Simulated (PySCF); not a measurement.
C₃H₇NSi, SMILES [SiH3]C1=NCC1.

Geometry: PBE0-D3(BJ)/def2-SVP. The structure was generated by enumeration, and PubChem lists no compound with its InChIKey, so it may never have been made.

Two levels are set side by side: PBE/def2-TZVP (PySCF) and PBE0/def2-TZVP (PySCF). Same geometry, gas phase. Differences are taken from unrounded values.

| quantity | PBE0 | PBE | PBE minus PBE0 |
|---|---|---|---|
| orbital gap (eV) | 6.65 | 4.12 | -2.53 |
| highest occupied level (eV) | -7.40 | -5.92 | 1.48 |
| lowest empty level (eV) | -0.74 | -1.79 | -1.05 |
| dipole moment (D) | 2.17 | 2.15 | -0.02 |
| mean polarisability (bohr³) | 68.0 | 70.5 | 2.5 |

PBE's occupied levels lie high since its potential decays too fast outside the molecule; exact exchange lowers them and widens the gap. PBE's more diffuse valence density responds more strongly to a field. Differences between two approximate levels are no errors against the true value.

Rough cost on one machine, each run with all the roots and properties that it gave: PBE0 against PBE within a factor of 2.
